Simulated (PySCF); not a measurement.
Gas-phase reaction: 3 SiOCl₂ → Si₃O₃ + 3 Cl₂

Computed with PySCF (xtb for GFN2) and rigid-rotor harmonic-oscillator thermochemistry at 1 bar. † marks an energy on the PBE0/def2-TZVP geometry and frequencies; other levels use their own. MP2 and CCSD(T) freeze the core. All species are closed-shell singlets. SiOCl₂, Si₃O₃: computed as isolated molecules; such fragments, hydroxides, amides, oligomers or adducts are transient or little studied in the gas. MP2 isn't extrapolated to the basis-set limit. CCSD(T) isn't extrapolated to the basis-set limit.

```csv
level,"ΔH°(298 K), kJ"
CCSD(T)/def2-TZVPP†,614
GFN2-xTB,700
MP2/def2-SVP†,[?]
PBE0/def2-QZVP†,[?]
ωB97X-V/def2-TZVP†,615
```

Question: What belongs in the gaps?

Answer: 
- MP2/def2-SVP†, ΔH°(298 K), kJ: 712
- PBE0/def2-QZVP†, ΔH°(298 K), kJ: 613
